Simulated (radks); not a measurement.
Question: All-electron atom: the niobium ion Nb18+ in [Ar] 3d5 (the NIST ground configuration). All-electron calculation, scalar-relativistic Kohn-Sham, r2SCAN, spin-polarised, spherical densities, finite nucleus; open shells are filled with parallel spins first (spin-orbit coupling, left out, can overturn this in heavy ions); meta-GGA in the generalised Kohn-Sham scheme; Fermi nuclear charge, rms radius 4.324 fm. Program: a radial shooting solver on a logarithmic mesh with Libxc functionals. Some entries of the table are withheld. Estimate them.

orbital  occ.  eigenvalue (eV)  r(max) (bohr)  <r^2> (bohr^2)
1s down     1        -19449.86        0.02349        0.001758
1s up       1        -19449.85        0.02349        0.001758
2s up       1        -3247.135         0.1330         0.02924
2s down     1        -3233.186         0.1328         0.02907
2p up       3        -2961.956         0.1064         0.02305
2p down     3        -2951.640         0.1062         0.02287
3s up       1        -973.1605         0.3822          0.1979
3s down     1        -956.8303         0.3837          0.2006
3p up       3        -879.0035         0.3729             (1)
3p down     3        -861.8454         0.3748             (2)
3d up       5        -734.8791         0.3113             (3)
3d down     0        -714.1643         0.3142             (4)

Answer: 
(1) 3p up <r^2> (bohr^2): 0.1962
(2) 3p down <r^2> (bohr^2): 0.1995
(3) 3d up <r^2> (bohr^2): 0.1695
(4) 3d down <r^2> (bohr^2): 0.1738
